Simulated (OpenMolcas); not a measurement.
**Tc3+: moving or changing the point charges**

Tc3+ among 6 point charges of -1.7 e arranged as a trigonal prism (D3h), 1.77 Å from the ion, with a polar angle of 53.0° against the regular 49.1°. The active orbitals were held to one l.

```json
{"Program": "OpenMolcas 26.06", "Method": "CASSCF", "Basis": "ANO-RCC-VTZP [7s6p4d2f1g]", "Scalar Hamiltonian": "DKH2, point nucleus", "Active space": "4 electrons in 5 orbitals (4d)", "State averaging": "2S+1 = 5 even, 5 roots; 2S+1 = 3 even, 45 roots; 2S+1 = 1 even, 50 roots", "Spin-orbit coupling": "state interaction with AMFI integrals over the reference wave functions"}
```

Runs around this geometry, states (labels of D3, the rotations of D3h). Energies in cm-1 above the lowest state or level, χT in cm3 K/mol.

```
R (Å)  Polar angle / regular  Ground state  First state of that spin  First gap with spin-orbit (degeneracies)  χT at 300 K  First state of another spin
 1.77                   1.08            5E                   5E 8428                               80.6 (2, 1)        1.978                     3A2 5867
 1.92                   1.08            5E                   5E 6116                               46.9 (2, 1)        1.957                    3A2 10934
 1.77                   1.17            5E                  5E 133.5                              158.7 (1, 1)        0.973                     3A2 3662
```

Taking the first state of the same spin as R^-n, n = -ln(6116 / 8428) / ln(1.92 / 1.77) = 3.9 between the shortest and longest distance.

An orbital doublet at a regular site is open to a Jahn-Teller distortion, which this geometry leaves out. Without dynamic correlation the repulsion within the d shell is too large (B by tens of per cent), so at a given field states of lower spin stand too high. This shell can be high or low spin here, a state of another spin lies low, and with metal d orbitals alone active their balance is uncertain, so the ground spin may be wrong. Point charges give a weaker field than real ligands, and real ions of this kind are as a rule low spin; the high spin found here belongs to the model. Spin-orbit coupling mixes the spin-free states strongly: the lowest level takes only 62 % from its leading state, 5E, which lies 134 cm-1 above the lowest spin-free state (holds for R = 1.77, ratio = 1.17). This is an electrostatic model: the charges have no orbitals. An unlabelled pair can be two single states that coincide in this model. No measured value stands beside these numbers.
